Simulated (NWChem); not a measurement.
System: C₃H₃, doublet; SMILES [CH]=C=C

Computed with NWChem. Spin-unrestricted. In the optimisation the excess spin sits in b1 (C2v, its own frame). All runs use the structure optimised with PBE-D3(BJ)/def2-SVP, spin-unrestricted. No stability test was run on the SCF state. Level: PBE0/def2-SVP with SMD (1 M gas to 1 M solution), gas-phase geometry. Reactions with the solvent are ignored.

For solvent cyclohexane:

cavity-dispersion-structure term (kcal/mol): 0.1

**Question.** How do the values read with solvent 2-propanol instead?

**Answer.** 
| Quantity | Result |
|---|---|
| cavity-dispersion-structure term (kcal/mol) | 2.1 |
